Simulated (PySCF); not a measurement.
Zn(F)(NMe2) (C2H6FNZn), SMILES C[N](C)[Zn][F].

The structure is a stationary point at B3LYP-D3(BJ)/def2-SVP. The structure was generated by enumeration; whether it is a known compound was not checked. The values are those of a single conformer.

The numbers are results of PBE/def2-TZVP in PySCF, not measurements.

Symmetry labels are those of the subgroup Cs that the program uses (full group Cs).

Problem. List the valence orbital energies around the gap with their symmetry. (Estimate from the structure and the level; the computed values follow.)

Solution. 
| orbital | symmetry | energy (eV) |
|---|---|---|
| HOMO−7 | A' | -10.83 |
| HOMO−6 | A" | -9.39 |
| HOMO−5 | A' | -9.18 |
| HOMO−4 | A" | -9.02 |
| HOMO−3 | A' | -8.21 |
| HOMO−2 | A" | -8.17 |
| HOMO−1 | A' | -7.93 |
| HOMO | A' | -4.93 |
| LUMO | A' | -1.89 |
| LUMO+1 | A" | -0.78 |
| LUMO+2 | A' | -0.42 |
| LUMO+3 | A' | 0.48 |
